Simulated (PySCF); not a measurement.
B3LYP has the VWN-RPA correlation part, as in Gaussian. Delta-SCF ions had no search for a lower state. Excitations are Tamm–Dancoff values on a coarser integration grid. The basis has no diffuse functions, so Rydberg states are missing or too high.

**H₂ClISi, SMILES `Cl[SiH2]I` (charge 0, multiplicity 1)**

Method: B3LYP-D3(BJ)/def2-TZVP // PBE0-D4/def2-TZVP run with PySCF.

| Quantity | Value |
|---|---|
| HOMO | -7.69 eV |
| dipole moment | 0.98 D |
| LUMO | -1.12 eV |
| HOMO–LUMO gap | 6.58 eV |
| S1 excitation (TDA) | 5.51 eV |
| S1 oscillator strength | 0.009 |
| T1 excitation (TDA) | 5.07 eV |
| S1–T1 gap (TDA) | 0.44 eV |
| vertical ionisation energy (Delta-SCF) | 10.10 eV |
| total energy | -28540.76 eV |
| cost | around 2.2 core-minutes (rough) |

Bonds (Å): Cl1–Si2 2.044, Si2–I3 2.427, Si2–H4 1.477, Si2–H5 1.477. Angles (°): Cl1–Si2–I3 110.8, Cl1–Si2–H4 108.4, Cl1–Si2–H5 108.4, I3–Si2–H4 108.5, I3–Si2–H5 108.5, H4–Si2–H5 112.2.
